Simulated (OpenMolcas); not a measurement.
## Al+: CASPT2 settings compared

| Quantity | Value |
| --- | --- |
| Program | OpenMolcas 26.06 |
| Basis | ANO-RCC-VDZ [4s3p] |
| Scalar Hamiltonian | DKH2, point nucleus |
| Active space | 2 electrons in 4 orbitals (3s 3p) |
| State averaging | 2S+1 = 1 even, 7 roots; 2S+1 = 3 even, 3 roots kept (CI in the orbitals of an earlier block); 2S+1 = 1 odd, 3 roots; 2S+1 = 3 odd, 3 roots kept (CI in the orbitals of an earlier block) |
| Spin-orbit coupling | state interaction with AMFI integrals over the reference wave functions, term energies averaged over their components |

Methods on the same reference wave functions:
A. CASSCF
B. SS-CASPT2, IPEA 0.6 Eh, real shift 0.4 Eh (closed shells correlated: 2s 2p)
C. SS-CASPT2, IPEA 0.6 Eh, real shift 0.2 Eh (closed shells correlated: 2s 2p)
D. SS-CASPT2, IPEA 0.4 Eh, imaginary shift 0.2 Eh (closed shells correlated: 2s 2p)
E. MS-CASPT2, IPEA 0.6 Eh, real shift 0.4 Eh (closed shells correlated: 2s 2p)
F. MS-CASPT2, IPEA 0.6 Eh, real shift 0.2 Eh (closed shells correlated: 2s 2p)

Energies in cm⁻¹ above 3s² ¹S₀, the measured ground level; measured values from NIST Handbook of Basic Atomic Spectroscopic Data.

| Level | A | B | C | D | E | F | Measured |
| --- | --- | --- | --- | --- | --- | --- | --- |
| 3s² ¹S₀ | 0.0 | 0.0 | 0.0 | 0.0 | 0.0 | 0.0 | 0.0 |
| 3s 3p ³P°₀ | 37483 | 37253 | 37235 | 37183 | 37255 | 37238 | 37393 |
| 3s 3p ³P°₁ | 37516 | 37285 | 37268 | 37216 | 37287 | 37270 | 37454 |
| 3s 3p ³P°₂ | 37581 | 37351 | 37333 | 37282 | 37353 | 37336 | 37578 |
| 3s 3p ¹P°₁ | 66422 | 66723 | 66731 | 66726 | 66725 | 66733 | 59852 |
| 3p² ³P₀ | 94100 | 94531 | 94540 | 94542 | 94533 | 94543 | 94085 |
| 3p² ³P₁ | 94150 | 94581 | 94590 | 94591 | 94583 | 94593 | 94147 |
| 3p² ³P₂ | 94248 | 94679 | 94688 | 94689 | 94680 | 94690 | 94269 |
| 3p² ¹D₂ | 102052 | 102395 | 102404 | 102407 | 102397 | 102406 | 85481 |
| 3p² ¹S₀ | 120036 | 119667 | 119644 | 119581 | 119671 | 119648 | 111637 |

Deviations, from unrounded energies. A percentage is the sum of absolute deviations over the sum of measured energies, with the sign that they share, or ± where signs differ.

```csv
Against measurement,Levels,A,B,C,D,E,F
mean absolute deviation (cm-1),9,3500,3700,3700,3800,3700,3700
other configurations (%),9,±4.9,±5.2,±5.2,±5.2,±5.2,±5.2
```

A lies closest to measurement on these levels and D furthest from it. The largest miss of A in the table is 3p² ¹D₂, by +17000 cm-1. The ranking rests on the paired levels alone, and a cruder setting can come out closer through cancelling errors.

Among B to F the level of the table that moves most is 3p² ¹S₀, by 90 cm-1 (lowest in D, highest in E).

The lowest spin-free term lies below A's lowest term by 0.034 hartree in B, 0.034 hartree in C, 0.035 hartree in D, 0.034 hartree in E, 0.034 hartree in F.

Terms from blocks run as CI alone lack orbitals of their own. The ¹D term of p² mixes with s d, which this space lacks. Without dynamic correlation excited terms often stand tens of per cent too high (terms of higher spin than the ground term too low), and those without a measured partner can miss by more than the paired ones (holds for A). Measured partners are found by configuration, term and J. A level has none where our copy of the source lacks it or the pairing is in doubt (some pairs that miss far off the trend of their configuration count as doubtful), and it then counts in no deviation. Only configurations of the active space appear.

° marks odd parity.
